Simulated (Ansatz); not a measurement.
The same molecule with X = C, Si, Ge, Sn. Ansatz, PBE0-D4/def2-TZVP geometries, multiplicity 1. Each molecule was computed in one conformer, which needn't be the lowest.

Elements past krypton have def2 core potentials. Scalar relativity is left out up to krypton.

```tsv
X	molecule	mean X–F bond length / Å	mean X–N bond length / Å	HOMO energy (PBE/def2-TZVPP) / eV	LUMO energy (PBE/def2-TZVPP) / eV	LUMO energy (PBE0/def2-TZVPP) / eV
C	`NC(N)(F)F`	1.376	1.402	-6.56	0.22	1.05
Si	`N[Si](N)(F)F`	1.591	1.684	-6.58	-0.14	0.70
Ge	`[NH2][Ge]([NH2])([F])[F]`	1.728	1.794	-6.75	-0.99	-0.03
```

Q: Give the row for X = Sn, `[NH2][Sn]([NH2])([F])[F]`. (Estimate.)

A: Ansatz gave: 
```tsv
X	molecule	mean X–F bond length / Å	mean X–N bond length / Å	HOMO energy (PBE/def2-TZVPP) / eV	LUMO energy (PBE/def2-TZVPP) / eV	LUMO energy (PBE0/def2-TZVPP) / eV
Sn	`[NH2][Sn]([NH2])([F])[F]`	1.912	1.988	-6.82	-2.44	-1.46
```

From C to Sn the mean X–F bond length rises at each step, by 0.536 Å in all; the mean X–N bond length rises at each step, by 0.586 Å in all; the HOMO energy (PBE/def2-TZVPP) falls at each step, by 0.26 eV in all; the LUMO energy (PBE/def2-TZVPP) falls at each step, by 2.66 eV in all; the LUMO energy (PBE0/def2-TZVPP) falls at each step, by 2.51 eV in all. Bonds lengthen as the atom grows down the group.
